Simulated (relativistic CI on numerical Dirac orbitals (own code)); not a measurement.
# Pr⁵⁰⁺: sensitivity of the levels to the model

Base calculation: Dirac-Coulomb-Breit CI, separate exchange-only KLI orbitals for each configuration, model QED, unscaled Slater integrals.

Configuration list (outside the closed core 1s2): 2s²2p⁵, 2s2p⁶, 2p⁶3s, 2p⁶3p, 2p⁶3d, 2s²2p⁴3s, 2s²2p⁴3p, 2s²2p⁴3d, 2s2p⁵3s, 2s2p⁵3p, 2s2p⁵3d, 2s²2p⁴4s, 2s²2p⁴4p, 2s²2p⁴4d, 2s²2p⁴4f, 2s2p⁵4s. Levels of other configurations are missing.

The lowest level and the first level of each name with at least 55 % of one term (blank where a level has no safe partner in the second run):

```csv
Level,Base (eV),Shift (eV)
2s²2p⁵ ²P°3/2,0.00,0.00
2s²2p⁵ ²P°1/2,497.67,0.00
2s2p⁶ ²S1/2,842.59,+0.25
2s²2p⁴3s ⁴P5/2,5237.90,+1.49
2s²2p⁴3s ²P3/2,5246.27,+1.49
2s²2p⁴3s ²S1/2,5284.36,+1.49
2s²2p⁴3p ²P°1/2,5378.81,+1.61
2s²2p⁴3p ⁴D°7/2,5472.25,+1.61
2s²2p⁴3d ⁴F9/2,5616.49,+1.25
2s²2p⁴3d ²D3/2,5626.51,+1.25
2s²2p⁴3s ⁴P3/2,5735.35,+1.49
2s²2p⁴3s ²P1/2,5742.58,+1.49
2s²2p⁴3s ²D5/2,5754.42,+1.49
2s²2p⁴3s ²D3/2,5758.36,+1.49
2s²2p⁴3p ²F°7/2,5985.71,+1.61
2s2p⁵3s ⁴P°5/2,6037.13,+1.71
2s2p⁵3s ²P°3/2,6054.03,+1.72
2s²2p⁴3d ⁴D1/2,6074.25,+1.25
2s²2p⁴3d ⁴F5/2,6088.86,+1.26
2s²2p⁴3d ²G7/2,6097.87,+1.25
2s2p⁵3s ²P°1/2,6104.28,+1.72
2s²2p⁴3d ²G9/2,6129.90,+1.25
```

At this charge energies of transitions that change n are usually good to better than 1 %, and those within a shell (Δn = 0) to a few per cent.

(1) One thing was changed in a second run, which moved the levels as shown. Which?
A. configuration mixing switched off
B. Breit term removed
C. P86 correlation estimate
D. QED terms removed

## Answers

(1) C. P86 correlation estimate. A correlation estimate moves all levels of a configuration together before mixing; mixed levels move by a weighted share.

LS names give the leading component of a level, which can be under half, so a name can repeat, a term be missing and a line seem to break the LS rules.
